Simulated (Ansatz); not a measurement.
`CN([SiH2]O)[SiH2]F` + `[AlH2][SH]` → `F[SiH2][S][AlH2]` + `CN[SiH2]O`  (ligand exchange at the Si–N bond)

Computed with Ansatz on PBE0-D4/def2-TZVP structures; ΔE is electronic, products minus reactants. CCSD(T)/CBS is the MP2 limit (def2-TZVPP, def2-QZVPP) plus CCSD(T) − MP2 in def2-TZVPP, frozen cores. This one scheme is used for every species. Each species was taken in one conformer, which may not be the lowest.

```csv
level,ΔE (kJ/mol)
HF/def2-SVP,10.2
HF/def2-TZVPP,9.5
```

Q: What does CCSD(T)/CBS give? (An estimate is asked.)

A: Ansatz gave: +9.3 kJ/mol. The listed levels differ from it by 0.9, 0.2 kJ/mol.

Largest T1 diagnostic among the species: 0.012.

The D4 term adds +4.5 kJ/mol with B3LYP and +2.7 kJ/mol with PBE0; it sums over pairs of atoms, weighted by their polarisabilities, and B3LYP, whose exchange is more repulsive, gets the larger term. Leaving LDA and LC-ωPBE aside and taking each functional with its dispersion term where it has one, the values, not all of them listed here, spread over 12.2 kJ/mol, from PBE-D4 to CAM-B3LYP-D4. LDA lies +8.2 kJ/mol from PBE without D4. From BLYP to BHLYP (50 % exact exchange), in def2-TZVPP and without D4, ΔE moves by +4.1 kJ/mol.

B3LYP here is the variant with VWN-RPA as its local correlation; programs differ in this.
